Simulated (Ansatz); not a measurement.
Computed with Ansatz on PBE0-D4/def2-TZVP structures; ΔE is electronic, products minus reactants. CCSD(T)/CBS is the MP2 limit (def2-TZVPP, def2-QZVPP) plus CCSD(T) − MP2 in def2-TZVPP, frozen cores. This one scheme is used for every species, atoms too. DFT in def2-TZVPP. No spin–orbit coupling; open shells (•) take unrestricted orbitals. Spin–orbit coupling would lower the free atoms: a little for Al, C, Cl, O. One conformer a species, not always the lowest.

Consider the atomization: `O=C=[N][AlH][Cl]` → Al• + C• + Cl• + H• + N• + O•.

`O=C=[N][AlH][Cl]`:

Cartesian coordinates in Å:
```
O 2.824 0.726 -0.333
C 1.713 0.390 -0.255
N 0.572 0.035 -0.186
Al -1.122 -0.362 0.054
Cl -2.162 0.659 1.542
H -1.824 -1.448 -0.823
```

CCSD(T)/CBS gives +602.3 kcal/mol.

Task: Another level gave +602.7 kcal/mol. Which?
A. PBE0/def2-TZVPP
B. revPBE-D4/def2-TZVPP
C. r2SCAN-D4/def2-TZVPP
D. r2SCANh-D4/def2-TZVPP

Result: D. r2SCANh-D4 602.7, r2SCAN-D4 611.3, revPBE-D4 609.7, PBE0 604.1 kcal/mol.

Task: What do rigid-rotor, harmonic-oscillator terms from PBE0-D4/def2-TZVP frequencies (298.15 K, 1 bar) make of the CCSD(T)/CBS value? (Best estimate.)

Result: The calculation gave: ΔZPE = -14.0 kcal/mol, ΔH = +592.8 kcal/mol, ΔS = 580 J/(mol·K), ΔG = +551.5 kcal/mol. Open shells count their whole term as degenerate. Modes under 50 cm⁻¹ make the entropy rough.

Largest T1 diagnostic among the species: 0.018.

From r2SCAN to r2SCAN0 (25 % exact exchange), in def2-TZVPP and without D4, ΔE moves by −21.4 kcal/mol: exact exchange takes away binding that semilocal exchange gives to molecules. In def2-TZVPP, CCSD(T) changes the Hartree–Fock value by +171.5 kcal/mol (the triples alone add +15.9 kcal/mol) and MP2 by +202.0 kcal/mol; breaking electron pairs costs correlation energy, which Hartree–Fock lacks. The D4 term adds +5.0 kcal/mol with B3LYP and +2.6 kcal/mol with PBE0; it sums over pairs of atoms, weighted by their polarisabilities, and B3LYP, whose exchange is more repulsive, gets the larger term.

B3LYP here is the variant with VWN-RPA as its local correlation; programs differ in this.

For atomizations the MP2-based limit and the directly extrapolated one differ by several kJ/mol either way, and by 10 to 25 for some Ge, Se and Sn compounds, so smaller differences from it don't rank the levels.
